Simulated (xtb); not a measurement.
xtb input (GFN2-xTB):

```bash
xtb mol.xyz --gfn 2 --ohess tight --chrg 0 --uhf 0
```
mol.xyz:
```
14

C      1.18061589    -0.59252139    -1.06389413
C      0.00818207    -0.36675013    -0.18573216
C     -1.31286220    -0.49881094    -0.92261385
F     -0.00351807    -1.28864280     0.87161366
Si     0.10846189     1.34083096     0.70840711
H      2.12630582    -0.60837031    -0.56294766
H      1.04563348    -1.62581245    -1.49836871
H      1.24363311     0.13338294    -1.88901582
H     -1.45907352    -1.45415749    -1.37963297
H     -2.17885400    -0.38765614    -0.20297510
H     -1.45433784     0.23727700    -1.69316625
H      0.12082811     2.45563499    -0.28166153
H     -1.00404560     1.50210911     1.62232447
H      1.34955755     1.42248241     1.43757226
```

End of the output:

```
   ------------------------------------------------------------------------

         :::::::::::::::::::::::::::::::::::::::::::::::::::::
         ::                  THERMODYNAMIC                  ::
Note: The following floating-point exceptions are signalling: IEEE_UNDERFLOW_FLAG IEEE_DENORMAL
normal termination of xtb
         :::::::::::::::::::::::::::::::::::::::::::::::::::::
         :: total free energy         -17.396768555189 Eh   ::
         ::.................................................::
         :: total energy              -17.473166049524 Eh   ::
         :: zero point energy           0.107478144888 Eh   ::
         :: G(RRHO) w/o ZPVE           -0.031080650552 Eh   ::
         :: G(RRHO) contrib.            0.076397494335 Eh   ::
         :::::::::::::::::::::::::::::::::::::::::::::::::::::

optimized geometry written to: xtbopt.xyz

           -------------------------------------------------
          | TOTAL ENERGY              -17.473166049524 Eh   |
          | TOTAL ENTHALPY            -17.356890504243 Eh   |
          | TOTAL FREE ENERGY         -17.396768555189 Eh   |
          | GRADIENT NORM               0.000152808359 Eh/α |
          | HOMO-LUMO GAP               5.370055147310 eV   |
           -------------------------------------------------

------------------------------------------------------------------------
------------------------------------------------------------------------
 total:
 SCF:
 ANC optimizer:
 analytical hessian:
```
